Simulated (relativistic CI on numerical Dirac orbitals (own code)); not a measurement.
Electric-dipole lines of S XV

Calculated at this level of theory: Dirac-Coulomb-Breit CI, separate exchange-only KLI orbitals for each configuration, model QED (radiative potential, 1s self-energy scaled to tabulated hydrogen-like ionisation energies), unscaled Slater integrals (own radial code, finite nucleus).

Configuration list: 1s², 1s2s, 1s2p, 1s3s, 1s3p, 1s3d, 1s4s, 1s4p, 1s4d, 1s4f, 1s5s, 1s5p, 1s5d, 1s5f, 1s5g, 1s6s, 1s6p, 1s6d. Levels of other configurations are missing.

```tsv
λ vac (nm)	Lower	Upper	A (s⁻¹)	log gf	S velocity/length
0.50403	1s² ¹S0 [1]	1s2p ¹P°1 [7]	6.74e+13	-0.11	1.00
2.1196	1s2p ³P°1 [4]	1s4d ³D2 [24]	7.53e+11	-0.60	1.00
2.1252	1s2p ³P°2 [6]	1s4d ³D3 [25]	1.08e+12	-0.29	1.00
2.1707	1s2p ¹P°1 [7]	1s4d ¹D2 [28]	9.39e+11	-0.48	0.99
2.7534	1s2s ³S1 [2]	1s3p ³P°2 [12]	1.11e+12	-0.20	1.02
2.7563	1s2s ³S1 [2]	1s3p ³P°1 [10]	1.11e+12	-0.42	1.02
2.8416	1s2p ³P°0 [3]	1s3d ³D1 [13]	1.86e+12	-0.17	1.00
2.8442	1s2p ³P°1 [4]	1s3d ³D2 [14]	2.24e+12	0.13	1.00
2.8442	1s2p ³P°1 [4]	1s3d ³D1 [13]	1.39e+12	-0.30	1.00
2.8445	1s2s ¹S0 [5]	1s3p ¹P°1 [17]	1.09e+12	-0.40	0.98
2.8535	1s2p ³P°2 [6]	1s3d ³D3 [15]	3.34e+12	0.46	1.00
2.8547	1s2p ³P°2 [6]	1s3d ³D2 [14]	6.80e+11	-0.38	1.00
2.9357	1s2p ¹P°1 [7]	1s3d ¹D2 [16]	2.83e+12	0.26	1.00
5.6231	1s3p ³P°2 [12]	1s5d ³D3 [39]	1.73e+11	-0.24	1.01
5.6860	1s3d ³D1 [13]	1s5f ³F°2 [41]	1.94e+11	-0.33	1.00
5.6862	1s3d ³D2 [14]	1s5f ³F°3 [40]	1.98e+11	-0.17	1.00
5.6904	1s3d ³D3 [15]	1s5f ³F°4 [43]	2.30e+11	0.00	1.00
5.6940	1s3d ¹D2 [16]	1s5f ¹F°3 [46]	2.08e+11	-0.15	1.00
7.9685	1s3s ³S1 [8]	1s4p ³P°2 [22]	1.47e+11	-0.16	1.01
7.9788	1s3s ³S1 [8]	1s4p ³P°1 [20]	1.47e+11	-0.38	1.01
8.1447	1s3s ¹S0 [11]	1s4p ¹P°1 [31]	1.48e+11	-0.35	0.99
8.1530	1s3p ³P°0 [9]	1s4d ³D1 [23]	1.97e+11	-0.23	1.00
8.1591	1s3p ³P°1 [10]	1s4d ³D2 [24]	2.45e+11	0.09	1.00
8.1594	1s3p ³P°1 [10]	1s4d ³D1 [23]	1.46e+11	-0.36	1.00
8.1807	1s3p ³P°2 [12]	1s4d ³D3 [25]	3.54e+11	0.40	1.01
8.3129	1s3d ³D1 [13]	1s4f ³F°2 [27]	5.88e+11	0.48	1.00
8.3136	1s3d ³D2 [14]	1s4f ³F°3 [26]	6.00e+11	0.64	1.00
8.3213	1s3d ³D3 [15]	1s4f ³F°4 [29]	6.99e+11	0.81	1.00
8.3287	1s3d ¹D2 [16]	1s4f ¹F°3 [30]	6.28e+11	0.66	1.00
8.3665	1s3p ¹P°1 [17]	1s4d ¹D2 [28]	3.23e+11	0.23	1.00
17.317	1s4s ³S1 [18]	1s5p ³P°2 [36]	3.47e+10	-0.11	1.01
17.663	1s4p ³P°1 [20]	1s5d ³D2 [38]	5.16e+10	0.08	1.01
17.704	1s4p ³P°2 [22]	1s5d ³D3 [39]	7.37e+10	0.38	1.01
17.956	1s4d ³D1 [23]	1s5f ³F°2 [41]	1.10e+11	0.42	1.00
17.958	1s4d ³D2 [24]	1s5f ³F°3 [40]	1.09e+11	0.57	1.00
17.971	1s4d ³D3 [25]	1s5f ³F°4 [43]	1.31e+11	0.76	1.00
17.986	1s4f ³F°3 [26]	1s5g ³G4 [44]	2.08e+11	0.96	1.00
17.987	1s4f ³F°2 [27]	1s5g ³G3 [45]	1.98e+11	0.83	1.00
17.990	1s4d ¹D2 [28]	1s5f ¹F°3 [46]	1.15e+11	0.59	1.00
17.995	1s4f ³F°4 [29]	1s5g ³G5 [47]	2.15e+11	1.06	1.00
17.996	1s4f ¹F°3 [30]	1s5g ¹G4 [48]	2.09e+11	0.96	1.00
18.063	1s4p ¹P°1 [31]	1s5d ¹D2 [42]	6.95e+10	0.23	1.00
32.558	1s5p ³P°1 [34]	1s6d ³D2 [56]	1.55e+10	0.09	1.01
32.627	1s5p ³P°2 [36]	1s6d ³D3 [57]	2.21e+10	0.39	1.01
33.242	1s5p ¹P°1 [49]	1s6d ¹D2 [58]	2.14e+10	0.25	0.98
```

Terms are leading LS components. Brackets give the number of a level in order of energy, since labels repeat. The list gives strong lines, with weight on those to low levels. Levels whose partners in the same complex of configurations lie outside the list can be far off, and so can their lines. Rates are taken at the computed energies, electric ones in the length gauge. A velocity-to-length ratio far from 1 marks an uncertain rate.

At this charge energies of transitions that change n are usually good to better than 1 %, and those within a shell (Δn = 0) to a few per cent.

LS names give the leading component of a level, which can be under half, so a name can repeat, a term be missing and a line seem to break the LS rules.
